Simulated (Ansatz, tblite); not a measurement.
Removing an electron: GeAu₂⁻. The state is a doublet with charge -1. Geometry: r2SCAN-D4/def2-TZVPD. Ansatz, gas phase; energy differences of separate SCF runs; the oxidised species is a singlet (the triplet lies 1.44 eV higher at PBE0-D4/def2-TZVPD).

```xyz
3

Au    1.4932    0.5492    0.5779
Au   -0.6250   -0.7595   -1.3776
Ge   -0.8682    0.2103    0.7996
```

In the def2 sets Au takes a core potential; there is no spin–orbit coupling. The xTB rows come from tblite. The structure comes from a short search, and lower isomers may exist.

| level | −HOMO (eV) | vertical IE (eV) | −LUMO (eV) | HOMO–LUMO gap (eV) | remarks |
| --- | --- | --- | --- | --- | --- |
| GFN2-xTB | – | 2.65 | – | – | – |
| PBE-D4/def2-TZVPD | -0.67 | 1.70 | -1.49 | 0.82 | HOMO above zero (-1 doublet) |
| r2SCAN-D4/def2-TZVPD | -0.45 | 1.80 | -1.79 | 1.34 | HOMO above zero (-1 doublet) |
| PBE0-D4/def2-TZVPD | 0.12 | 1.70 | -2.26 | 2.39 | – |

  A HOMO above zero means that the electron is unbound at that level or that self-interaction error raises the level; the energy of removing that electron tells which. HOMO and LUMO are the levels of the spin that leaves or enters (xTB has no such levels and no spin-polarisation term). Other spin states of the ions may lie lower, which would lower the ionisation energy or raise the affinity. Raw xTB energy differences between charge states are shifted by several eV; the methods need an empirical correction for them.
